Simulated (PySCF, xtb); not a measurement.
C₃H₇BO₂, SMILES OB1CC(O)C1.

Geometry optimised at r2SCAN-D4/def2-SVP. The structure was generated by enumeration, and PubChem lists no compound with its InChIKey, so it may never have been made. Other conformers were not sampled.

Computed with PySCF 2.14.0 with IEF-PCM-M06-2X/def2-SVP.

The values are the electrostatic part of the solvation free energy, E(continuum) − E(gas) at the gas-phase geometry, in a cavity of scaled van der Waals radii (PySCF's table); cavitation and dispersion terms are not included. In vacuum the orbital gap is 10.21 eV. The dipole moment in vacuum is 1.02 D.

```csv
solvent,ε,ΔG(elec) (kcal/mol),dipole (D),gap (eV)
water,78.36,-7.7,1.27,10.33
dichloromethane,8.93,-6.5,1.23,10.31
acetone,20.49,(withheld),(withheld),(withheld)
```

Question: Fill in the missing entries. (The exact figures need the calculation; the answer reports its results.)

Answer: 
- acetone, ΔG(elec) (kcal/mol): -7.2
- acetone, dipole (D): 1.26
- acetone, gap (eV): 10.32

For comparison, GFN2-xTB/ALPB(water) (xtb, at the GFN2-xTB geometry, all terms of that model) gives -9.2 kcal/mol.
